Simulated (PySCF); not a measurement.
CH₇ClO₂Si₂, SMILES Cl[Si@@H](O)[Si@H](O)C. Atoms are numbered in the order given.

```xyz
13

C     -2.6154    -0.9318     0.8729
Si    -1.3777     0.0683    -0.1150
O     -1.2233     1.6456     0.4779
Si     0.8636    -0.4975     0.2557
O      1.3211     0.6494     1.3638
Cl     1.9125    -0.3097    -1.5323
H     -3.6334    -0.5201     0.7843
H     -2.3427    -0.9517     1.9391
H     -2.6420    -1.9709     0.5064
H     -1.7898     0.0935    -1.5542
H     -1.9395     2.2686     0.3233
H      1.2018    -1.8379     0.8005
H      0.7388     1.4236     1.3094
```
Charge 0, spin multiplicity 1.

Coordinates come from a PBE0-D3(BJ)/def2-SVP optimisation. The structure was generated by enumeration; whether it is a known compound was not checked. Other conformers were not sampled.

Method: HF/def2-TZVP run with PySCF.

Isolated molecule, no solvent.

| Property | Value |
|---|---|
| total energy | -1229.31412 hartree |
| highest occupied level | -10.64 eV |
| lowest empty level | 2.56 eV |
| orbital gap | 13.20 eV |
| dipole moment | 4.25 D |
| quadrupole, principal values (traceless, Buckingham form, about the centre of nuclear charge) | -7.84, -1.93, 9.77 D·Å |
| mean static polarisability | 75.0 bohr³ (11.11 Å³) |
| polarisability, principal values | 67.0, 71.1, 86.7 bohr³ |
